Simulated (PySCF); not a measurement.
C3H6BFO2. Atoms are numbered in the order given.

```xyz
13

C     -1.8033    -0.7292    -0.2365
C     -0.5092    -0.1507     0.2590
F     -0.3006    -0.6144     1.5573
O     -0.5199     1.2555     0.2560
C      0.8031     1.4752    -0.2979
B      0.8962    -0.0850    -0.5216
O      1.7611    -0.9099    -1.1148
H     -1.7850    -1.8271    -0.1858
H     -2.6252    -0.3606     0.3964
H     -1.9935    -0.4172    -1.2730
H      0.7651     2.1330    -1.1831
H      1.4881     1.9280     0.4407
H      1.5023    -1.8381    -1.0796
```

Coordinates come from a PBE0-D3(BJ)/def2-SVP optimisation. The structure was generated by enumeration; whether it is a known compound was not checked. The values are those of a single conformer.

Computed with PBE/pcSseg-1 in PySCF.

GIAO shieldings, no solvent; atoms listed in one row are averaged. δ = σ(ref) − σ: ¹³C against TMS (σ = 182.0 ppm); ¹⁹F against CFCl3 (σ = 133.6 ppm); ¹⁷O against H2O (σ = 334.3 ppm); ¹¹B against BF3 (σ = 83.9 ppm); ¹H against TMS (σ = 31.49 ppm), references at their B3LYP-D3(BJ)/def2-TZVP geometries, non-relativistic.

```csv
nucleus,atoms,count,δ (ppm)
¹³C,C2,1,131.1
¹³C,C5,1,75.4
¹³C,C1,1,23.3
¹⁹F,F3,1,-151.9
¹⁷O,O7,1,176.7
¹⁷O,O4,1,123.4
¹¹B,B6,1,37.3
¹H,H13,1,5.98
¹H,H12,1,4.89
¹H,H11,1,4.52
¹H,"H8, H9, H10",3,1.50
```
